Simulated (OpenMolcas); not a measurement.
## A ladder of methods for GeCl2 (germanium dichloride)

GeCl2: 3 atoms, total charge 0, spin state singlet. As SMILES, `Cl[Ge]Cl`. The shape is that of a PBE0-D4/def2-TZVP optimisation.

```xyz
3

Cl   -0.0654   -1.6817    0.4227
Ge   -0.4212    0.0672   -0.8320
Cl    0.4866    1.6145    0.4093
```

Each level gives the HOMO–LUMO gap (eV). The values are calculated.

| level | kind | program | value (eV) | CPU time |
| --- | --- | --- | --- | --- |
| HF/aug-cc-pVDZ | Hartree–Fock | OpenMolcas | 10.35 | 16 s |
| SVWN5/aug-cc-pVDZ | LDA | OpenMolcas | 3.16 | 27 s |
| revPBE/aug-cc-pVDZ | GGA | OpenMolcas | 3.24 | 33 s |
| r2SCAN/aug-cc-pVDZ | meta-GGA | OpenMolcas | 3.53 | 36 s |
| B3LYP/aug-cc-pVDZ | global hybrid | OpenMolcas | 4.65 | 31 s |
| BHLYP/aug-cc-pVDZ | global hybrid | OpenMolcas | 6.83 | 29 s |
| PBE0/aug-cc-pVDZ | global hybrid | OpenMolcas | 5.04 | 30 s |
| B2PLYP/aug-cc-pVDZ | double hybrid | OpenMolcas | 7.03 | 23 s |

All-electron rows without a relativistic Hamiltonian named are non-relativistic. The values span 3.16 to 10.35 eV. Orbital gaps aren't excitation energies, and those of double hybrids come from the SCF part alone; they tend to grow with the share of exact exchange. CPU times are rough (shared hosts, several kinds of processor and program).
